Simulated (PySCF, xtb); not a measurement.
ZnI, SMILES [Zn+][I], charge +1.

GFN2-xTB (xtb 6.7.1) at its own geometry gives an orbital gap of 1.75 eV.

Geometry: B3LYP-D3(BJ)/def2-TZVP. The spin state was assumed, not searched. The def2 effective core potentials stand for the cores of I; spin–orbit coupling is left out.

Question: What does PBE0/def2-TZVPD (PySCF) give? (Estimate from the structure and the level; the computed values follow.)

Answer: gap 2.91 eV (levels -13.21 and -10.30 eV).
